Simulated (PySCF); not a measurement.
Levels of Au⁷⁶⁺ from EOM-EA-GCCSD

Reference: closed-shell Au⁷⁷⁺, 1s2; one electron is added. Calculated with PySCF 2.14, two-component X2C-1e with screened spin-orbit coupling, an even-tempered Gaussian basis (16 s from 30 bohr⁻², ratio 2.6; 13 p from 39 bohr⁻², ratio 2.6; 6 d from 40 bohr⁻², ratio 2.8; 3 f from 1700 bohr⁻², ratio 2.8); frozen nothing; the 30 highest virtual spinors dropped; of the others 56 kept and the rest restored at second order. No Breit or QED terms. Binding energies in eV.

| level | Koopmans | second order | EOM-CCSD |
| --- | --- | --- | --- |
| 2s1/2 | 22900.7 | 22901.0 | 22901.0 |
| 2p1/2 | 22697.2 | 22697.8 | 22697.8 |
| 2p3/2 | 20631.9 | 20632.3 | 20632.3 |

Electric-dipole lines between these computed levels:

| lower | upper | ΔE (eV) | vacuum wavelength (nm) |
| --- | --- | --- | --- |
| 2s1/2 | 2p1/2 | 203.20 | 6.102 |
| 2s1/2 | 2p3/2 | 2268.7 | 0.5465 |

For comparison, the ionisation energy of Au⁷⁶⁺ is 22868.1 ± 0.3 eV (theoretical estimate listed by NIST; NIST Atomic Spectra Database, ionization energies).

Only part of the computed levels is shown.
